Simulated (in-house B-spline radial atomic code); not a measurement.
RPA and G0W0 for I III (I2+), [Kr] 4d10 5s2 5p3, highest spin, as one setting changes: the radius of a hard wall (bohr). Start: PBE. A dash marks a level of low quasi-particle weight. Computed with a B-spline radial code for spherical atoms: all electrons, scalar-relativistic (spin-free one-electron X2C), finite nucleus, each spin shell either full or empty, empty states to l = 9 with an (l + 1/2)⁻⁴ tail; G0W0 by contour deformation at full frequency.

Spin-orbit coupling, left out, splits p levels strongly here.

```
radius of a hard wall (bohr)  mean-field level (eV)  G0W0 level (eV)  RPA correlation (Eh)
                         2.5                  5.787     5p up -1.752               -4.1574
                           3                -12.268    5p up -18.992               -4.1011
                         3.5                      ?                ?                     ?
                           4                -22.912    5p up -28.672               -4.0543
                           5                -25.014     5p up -30.34               -4.0424
                           6                      ?                ?                     ?
                           8                -25.487     5p up -30.58               -4.0384
                          12                -25.488     5p up -30.58               -4.0375
```

(1) What belongs in the row for 6?

(2) What belongs in the row for 3.5?

Answers

(1) mean-field level (eV): -25.412; G0W0 level (eV): 5p up -30.57; RPA correlation (Eh): -4.0396.

(2) mean-field level (eV): -19.665; G0W0 level (eV): 5p up -25.816; RPA correlation (Eh): -4.0705.
